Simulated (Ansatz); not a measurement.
Gas-phase electronic energies from Ansatz, PBE0-D4/def2-TZVP geometries. CCSD(T)/CBS adds triple-zeta CCSD(T) − MP2 to the extrapolated MP2 energy (def2 sets, frozen cores). This one scheme is used for every species. Functionals use def2-TZVPP. B3LYP here is the variant with VWN-RPA as its local correlation; programs differ in this. One conformer a species, not always the lowest.

`BBCl` + `OB[SiH2][AlH2]` → `BOB[SiH2][AlH2]` + `BCl`  (cleavage of the B–B bond)

`BBCl`:

```xyz
6

B    -0.534   -0.695    0.018
B     0.506    0.573   -0.195
Cl    0.807    1.624    1.175
H    -1.711   -0.583   -0.179
H    -0.150   -1.768    0.387
H     1.082    0.849   -1.206
```

`OB[SiH2][AlH2]`:

Z-matrix (Å, degrees):
```
Si
B 1 2.020
Al 1 2.453 2 107.9
H 1 1.495 2 109.0 3 -117.0
H 1 1.491 2 112.6 3 122.8
O 2 1.353 1 119.4 3 -93.8
H 2 1.206 1 121.3 3 83.0
H 3 1.590 1 121.6 2 108.6
H 3 1.591 1 120.0 2 -69.4
H 6 0.962 2 113.5 1 177.9
```

`BOB[SiH2][AlH2]`:

Cartesian coordinates in Å:
```
B 1.213 2.275 -1.069
O 0.883 0.985 -1.080
B 0.591 -0.315 -1.012
Si 0.291 -1.216 0.773
Al -2.117 -1.135 1.250
H 2.374 2.569 -1.060
H 0.332 3.087 -1.072
H 0.456 -0.901 -2.053
H 0.743 -2.637 0.700
H 1.055 -0.526 1.854
H -2.733 0.083 2.063
H -3.089 -2.268 0.705
```

`BCl`:

Z-matrix (Å, degrees):
```
B
Cl 1 1.733
H 1 1.190 2 118.1
H 1 1.190 2 118.1 3 180.0
```

(1) Is it downhill or uphill in electronic energy at CCSD(T)/CBS, and by how much? (Best estimate.)

(2) What do these levels give: LDA (SPW92), PBE0-D4, B3LYP-D4, ωB97M-V, revPBE, BLYP, LC-ωPBE, MP2/def2-TZVPP, CCSD/def2-TZVPP, CCSD(T)/def2-TZVPP, HF/def2-QZVPP, CCSD/CBS(def2)? (Best estimate.)

Largest T1 diagnostic among the species: 0.017.

Results:

(1) Ansatz gave: Downhill: ΔE = -124.5 kJ/mol.

(2) Ansatz gave: LDA (SPW92) -129.2, PBE0-D4 -119.9, B3LYP-D4 -131.4, ωB97M-V -125.8, revPBE -117.3, BLYP -131.7, LC-ωPBE -119.2, MP2/def2-TZVPP -128.4, CCSD/def2-TZVPP -123.2, CCSD(T)/def2-TZVPP -124.0, HF/def2-QZVPP -133.0, CCSD/CBS(def2) -123.7 kJ/mol.

In def2-TZVPP, CCSD(T) changes the Hartree–Fock value by +7.7 kJ/mol (the triples alone add −0.8 kJ/mol) and MP2 by +3.3 kJ/mol. At CCSD(T), def2-SVP lies −15.0 kJ/mol from the extrapolated value and def2-TZVPP +0.5 kJ/mol. Leaving LDA and LC-ωPBE aside and taking each functional with its dispersion term where it has one, the values, not all of them listed here, spread over 14.6 kJ/mol, from CAM-B3LYP-D4 to revPBE-D4. LDA lies −8.8 kJ/mol from PBE without D4.
